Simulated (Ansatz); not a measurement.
Pulling on the Te1–H2 bond in hydrogen telluride (SMILES [TeH2]) (multiplicity 1 held, fragments rigid). Energies count from the point at 1.661 Å.
Geometry at that point (charge 0, multiplicity 1):
```csv
atom,x (Å),y (Å),z (Å)
Te,0.0001,0.0433,0.0016
H,-1.1804,-1.1248,-0.0390
H,1.1777,-1.1274,-0.0467
```

Signs of static correlation in def2-SVP, with CASSCF(2,2), from Ansatz (a program for electronic structure) runs.

```csv
R (Å),T1 of restricted CCSD,⟨S²⟩ of UHF,largest double amplitude of restricted CCSD,weight of the CASSCF reference in MRCISD,CASSCF natural occupations
1.329,0.009,0.000,0.069,0.935,1.98 0.02
1.495,0.009,0.000,0.067,0.935,1.98 0.02
1.661,0.010,0.000,0.066,0.935,1.97 0.03
1.827,0.011,0.000,0.083,0.935,1.95 0.05
1.993,0.013,0.000,0.126,0.935,1.92 0.08
2.243,0.017,0.406,0.207,0.935,1.86 0.14
2.492,0.022,(withheld),(withheld),0.935,1.77 0.23
2.907,0.032,0.914,0.455,0.936,1.56 0.44
3.322,0.041,0.978,0.611,0.936,1.36 0.64
3.821,0.046,1.001,0.755,0.936,1.19 0.81
4.485,0.047,1.008,0.864,0.936,1.07 0.93
5.316,0.045,1.009,0.918,0.936,1.02 0.98
```

Question: Complete the blanks.

Answer: 
- 2.492, ⟨S²⟩ of UHF: 0.711
- 2.492, largest double amplitude of restricted CCSD: 0.295

Doubts at one or more of the structures used: a restricted determinant that unrestricted orbitals would lower (R-CCSD(T)/def2-SVP); other coupled-cluster roots lie near (R-CCSD(T)/def2-SVP); a spin-contaminated determinant (U-CCSD(T)/def2-SVP); T1 above 0.05 (U-CCSD(T)/def2-SVP).
